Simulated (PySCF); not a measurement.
Steps of a relaxation of [TaH3(C2H4)]+

[TaH3(C2H4)]+ (doublet). PySCF 2.14.0, UKS B3LYP, Ta def2-SVP with ECP60, H def2-SVP, C def2-SVP; non-relativistic Hamiltonian with scalar-relativistic core potentials where named; density fitting; no spin-orbit coupling. Origin of the start: displaced along the imaginary mode. Columns: position (Å) and force (eV/Å). Energies are counted from the last step; some of the 13 steps are shown. Forces carry noise of the integration grid, about 0.01 to 0.03 eV/Å.

Run from Python with OMP_NUM_THREADS=2. Where DIIS fails, smearing, a level shift and second-order steps follow.
It took 56 s on 2 threads of Arm Neoverse V1 (shared host), from the converged density of the start.

```xyz
10
step 0  E = 0.895 eV
Ta    0.0011    0.2394    0.0000     0.75   -0.67    0.00
H     0.8781    2.0252    0.0000     7.86   -1.29    0.00
H     0.2500    2.1525    0.0000    -7.22    2.33    0.00
H    -1.1193    1.6113    0.0000    -0.80   -0.54    0.00
C    -0.0094   -1.6983    0.7729    -0.30    0.06   -0.05
C    -0.0094   -1.6983   -0.7729    -0.30    0.06    0.05
H    -0.9119   -2.1048    1.2533     0.00   -0.05    0.01
H     0.9188   -2.0579    1.2510     0.00    0.08   -0.01
H    -0.9119   -2.1048   -1.2533     0.00   -0.05   -0.01
H     0.9188   -2.0579   -1.2510     0.00    0.08    0.01
```

```xyz
10
step 4  E = 0.077 eV
Ta    0.1185    0.2293    0.0000    -0.10   -0.11    0.00
H     1.0444    2.1023    0.0000    -0.75    0.26    0.00
H     0.2267    2.2950    0.0000     0.82    0.00    0.00
H    -1.2591    1.3530    0.0000     0.09   -0.29    0.00
C    -0.0268   -1.6905    0.7731    -0.01    0.06    0.02
C    -0.0268   -1.6905   -0.7731    -0.01    0.06   -0.02
H    -0.9347   -2.0758    1.2615     0.00    0.03    0.00
H     0.8986   -2.0702    1.2438    -0.02   -0.02    0.00
H    -0.9347   -2.0758   -1.2615     0.00    0.03    0.00
H     0.8986   -2.0702   -1.2438    -0.02   -0.02    0.00
```

```xyz
10
step 8  E = 0.004 eV
Ta    0.1896    0.2138    0.0000    -0.09   -0.06    0.00
H     1.0487    2.2216    0.0000     0.11    0.02    0.00
H     0.2828    2.4015    0.0000    -0.09    0.06    0.00
H    -1.3143    1.1014    0.0000    -0.03    0.04    0.00
C    -0.0230   -1.6777    0.7799     0.06   -0.02    0.02
C    -0.0230   -1.6777   -0.7799     0.06   -0.02   -0.02
H    -0.9535   -2.0107    1.2662     0.00    0.03   -0.02
H     0.8755   -2.1275    1.2391    -0.01   -0.03    0.01
H    -0.9535   -2.0107   -1.2662     0.00    0.03    0.02
H     0.8755   -2.1275   -1.2391    -0.01   -0.03   -0.01
```

Question: Where does the relaxation end?

Answer: It converges at step 12 in Cs:
```xyz
10
step 12  E = 0
Ta    0.1857    0.2114    0.0000
H     1.0477    2.2411    0.0000
H     0.2794    2.4222    0.0000
H    -1.3252    1.0941    0.0000
C    -0.0104   -1.6829    0.7805
C    -0.0104   -1.6829   -0.7805
H    -0.9532   -1.9914    1.2595
H     0.8722   -2.1568    1.2447
H    -0.9532   -1.9914   -1.2595
H     0.8722   -2.1568   -1.2447
```

Question: How did the contacts change?

Answer: 
```csv
contact,start (Å),end (Å)
Ta1–H2 (H),1.990,2.205
Ta1–H3 (H),1.929,2.213
Ta1–H4 (H),1.771,1.750
Ta1–C5 (C2H4),2.086,2.058
```
Short contacts between ligands at the end: H2···H3 0.79 Å.

On relaxing from the template, bonds within or between ligands changed, so the formula names the start rather than the bonding at the end. Open shells may have lower solutions than the one found.
